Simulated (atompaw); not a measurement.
**Before and after: PAW (atompaw) potential for Pd**

Pd (Z = 46), PAW, made with atompaw 4.2.0.5 (PBE, scalar-relativistic). Core [Ar] 3d10, reference 4s2 4p6 4d7 5s0 5p0 (charge +3). Waves: 4s (bound): rc 1.45 bohr; 5s (bound, empty): rc 2.00 bohr; 4p (bound): rc 1.55 bohr; 5p (bound, empty): rc 2.00 bohr; 4d (bound): rc 2.00 bohr; 4d channel at -2.15 Ry: rc 2.00 bohr. Local part: bessel scheme, radius 1.65 bohr. Core correction: smooth core density matched at 1.10 bohr. Augmentation charge: sinc compensation charge, radius 1.90 bohr; PAW radius 2.00 bohr; waves and projectors: custom polynom2 7 10 vanderbiltortho.

Change: all radii scaled by about 1.14 (s 1.66, p 1.76, d 2.28 bohr); local potential bessel scheme, radius 1.88 bohr; augmentation sinc compensation charge, radius 2.16 bohr; PAW radius 2.28 bohr; waves and projectors: custom polynom2 7 10 vanderbiltortho; core correction smooth core density matched at 1.26 bohr.

Cutoffs: the cutoffs (Ry, on a coarse ladder) from which the occupation-weighted sum of valence levels, in a spherical-Bessel basis at the reference potential, stays within 10 and 1 mRy of its value at 400 Ry; they do not see the model core or the augmentation charge, which bear on the density cutoff.

Q: What does the change do?

A: The potential gets softer (35 Ry and 200 Ry → 25 Ry and 100 Ry); neither file shows a bound ghost. A larger radius leaves more room for a smooth pseudo-wave, so fewer plane waves are needed.

| quantity | base | changed |
| --- | --- | --- |
| cutoff, loose | 35 Ry | 25 Ry |
| cutoff, tight | 200 Ry | 100 Ry |
| loose cutoff by channel (10 mRy a level) | s 18 Ry, p 21 Ry, d 21 Ry | s 18 Ry, p 21 Ry, d 12 Ry |
| bound ghosts | none | none |
| lowest overlap eigenvalue by channel | s 0.66, p 0.75, d 0.93 | s 0.45, p 0.63, d 0.94 |

 The cutoffs see the waves, projectors and local potential, not the compensation charge or the core.
